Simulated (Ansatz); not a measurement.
Start from `FB(F)C[SiH3]` and change one atom or group to get `FB(F)OP`.

Ansatz, PBE0-D4/def2-TZVP geometries, multiplicity 1. Each molecule was computed in one conformer, which needn't be the lowest.

```tsv
property	`FB(F)C[SiH3]`
size of the dipole moment (B3LYP/def2-TZVPP) / D	1.73
HOMO–LUMO gap (B3LYP/def2-TZVPP) / eV	9.01
LUMO energy (PBE/def2-TZVPP) / eV	-1.00
LUMO energy (B3LYP/def2-TZVPP) / eV	-0.27
HOMO energy (PBE0/def2-TZVPP) / eV	-9.50
HOMO–LUMO gap (PBE/def2-TZVPP) / eV	7.11
```

(1) What does the change do to each property? (An estimate is asked.)

Answers

(1) Computed: 
```json
{"property": "size of the dipole moment (B3LYP/def2-TZVPP) / D", "`FB(F)OP`": "1.85", "shift": "0.12"}
{"property": "HOMO–LUMO gap (B3LYP/def2-TZVPP) / eV", "`FB(F)OP`": "6.68", "shift": "-2.33"}
{"property": "LUMO energy (PBE/def2-TZVPP) / eV", "`FB(F)OP`": "-1.66", "shift": "-0.66"}
{"property": "LUMO energy (B3LYP/def2-TZVPP) / eV", "`FB(F)OP`": "-0.95", "shift": "-0.68"}
{"property": "HOMO energy (PBE0/def2-TZVPP) / eV", "`FB(F)OP`": "-7.82", "shift": "1.68"}
{"property": "HOMO–LUMO gap (PBE/def2-TZVPP) / eV", "`FB(F)OP`": "4.91", "shift": "-2.20"}
```

With PBE0 the HOMO rises by 1.68 eV and the LUMO falls by 0.69 eV, so the gap narrows by about 2.37 eV. PBE moves the HOMO by 1.52 eV and ωB97M-V by 1.70 eV. Dipoles are sizes alone; their direction can turn.

B3LYP here is the variant with VWN-RPA as its local correlation; programs differ in this.
